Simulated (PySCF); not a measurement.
**Spinor energies of Hf⁶⁰⁺ (hafnium, charge +60)**

Start: [Ne] 3s2. Calculated with PySCF 2.14 in an uncontracted even-tempered set (17 s from 6.5 bohr⁻², ratio 2.6; 14 p from 8.5 bohr⁻², ratio 2.6; 6 d from 8.7 bohr⁻², ratio 2.8; 4 f from 120 bohr⁻², ratio 2.8): generalised Hartree-Fock with the X2C-1e Hamiltonian and a Gaussian nucleus; spin-orbit coupling (SO) screened by Boettger's factors.

```tsv
spinor shell	electrons	ε, screened SO (eV)	weight of nominal j (screened SO)	rms radius, screened SO (bohr)
1s1/2	2	-70677.6	1.000	0.0215
2s1/2	2	-16078.3	1.000	0.0853
2p1/2	2	-15602.6	1.000	0.0726
3s1/2	2	-6548.8	1.000	0.203
```

(1) Where does 2p3/2 lie, and what is the 2p spin-orbit splitting (screened SO)?

| quantity | screened SO |
| --- | --- |
| E (hartree) | -10902.05558 |
| M_J | 0 |
| ⟨J²⟩ | 0.000 |
| ⟨L²⟩ | 0.030 |
| ⟨S²⟩ | 0.030 |

Breit and QED terms are absent; they matter most for the inner s and p1/2 levels.

Densities and radii are taken from the X2C orbitals without a picture-change correction, which distorts them close to the nucleus.

Results:

(1) At -14368.9 eV, 1233.7 eV above 2p1/2.
